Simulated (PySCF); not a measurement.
H₃Si₂, SMILES [SiH][SiH2] (connectivity only; charge and spin as stated), neutral, multiplicity 2. Coordinates come from a ωB97X-D3(BJ)/def2-TZVP optimisation. The isomer is the one that the SMILES or the coordinates give; other isomers of the formula were not compared.

Method: ωB97X-D3(BJ)/def2-TZVP (PySCF).

Harmonic wavenumbers (cm⁻¹): 168, 408, 422, 492, 724, 979, 2072, 2230, 2243. Rotational constants (GHz): 98.12, 6.249, 5.875; symmetry number 1.

Problem. Work out the zero-point energy and the ideal-gas rigid-rotor harmonic-oscillator thermochemistry at 298.15 K and 1 atm.

Solution. ZPE = ½ Σ hcν = ½ × 9738 cm⁻¹ = 13.92 kcal/mol. H − E(el) = 17.28 kcal/mol. Entropy in cal/(mol K): translation 38.16, rotation 22.02, vibration 5.34, spin 1.38, total 66.89. G − E(el) = -2.66 kcal/mol. Cp = 15.18 cal/(mol K).
